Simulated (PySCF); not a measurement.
Fill in the blanks.

Compound: C4H9ClSi.
Z-matrix (Å and degrees, PBE0-D3(BJ)/def2-SVP geometry), rows numbered from 1:
```
Cl
Si  1  2.0819
C   2  1.8890  1  110.86
C   3  1.5396  2  103.35  1   124.74
C   4  1.5332  3  109.09  2   -33.40
C   5  1.5366  4  108.50  3    50.11
H   2  1.4907  1  106.39  3  -127.26
H   3  1.1002  2  114.23  1  -111.89
H   3  1.1028  2  108.08  1     7.14
H   4  1.1044  3  109.46  2    85.52
H   4  1.1019  3  111.73  2  -156.95
H   5  1.1045  4  109.05  3   -68.79
H   5  1.1020  4  111.39  3   173.95
H   6  1.0996  2  114.44  1    25.30
H   6  1.1047  2  108.35  1   144.95
```

| property | level | value |
| --- | --- | --- |
| point group | PBE0-D3(BJ)/def2-SVP | ? |
| rotational constants A, B, C | PBE0-D3(BJ)/def2-SVP | 4.216, 1.523, 1.357 GHz |
| dipole moment | CAM-B3LYP/def2-SVPD | ? |
| HOMO energy | CAM-B3LYP/def2-SVPD | ? |
| LUMO energy | CAM-B3LYP/def2-SVPD | 1.12 eV |
| lowest singlet excitation | TDDFT CAM-B3LYP/def2-SVPD | 7.29 eV (170 nm, f = 0.002) |
| strongest line among the 6 lowest singlet transitions | TDDFT CAM-B3LYP/def2-SVPD | S6 at 8.31 eV (149 nm, f = 0.048) |
| static isotropic polarisability | CAM-B3LYP/def2-SVPD | ? |
| electronic spatial extent ⟨r²⟩ about the centre of nuclear charge | CAM-B3LYP/def2-SVPD | ? |

The electronic properties come from PySCF, for the isolated species, density fitting.

Task: What is the dipole moment?

Result: 2.27 D.

Task: What is the point group?

Result: C1.

Task: What is the electronic spatial extent ⟨r²⟩ about the centre of nuclear charge?

Result: 954 bohr².

Task: What is the static isotropic polarisability?

Result: 83.7 au.

Task: Give the HOMO energy.

Result: -9.40 eV.

The rotational constants make it an asymmetric top with κ = (2B − A − C)/(A − C) = -0.88, nearer the prolate limit (−1). The polarisability is 12.40 Å³ as a volume (1 au = 0.148185 Å³), or 1.31 au for each of the 64 electrons. A dipole of 2.27 D is allowed in C1, and pure rotational transitions are dipole-allowed. With B = h/(8π²I), that is 505.379 GHz u Å² over I, the principal moments of inertia are 119.9, 331.8 and 372.3 u Å² (most abundant isotopes); the inertial defect Ic − Ia − Ib is -79.4 u Å² (zero for a rigid planar frame, negative otherwise). No computed singlet falls in the visible range (750 to 380 nm, 1.65 to 3.26 eV); S1 lies 4.03 eV above its blue end. The dipole matches unit charges of opposite sign 0.47 Å apart (1 e·Å = 4.8032 D).

For the geometry optimisation (PBE0-D3(BJ)/def2-SVP), rough CPU time on one thread of a shared machine: about 4 min.

One conformer stands for the species.
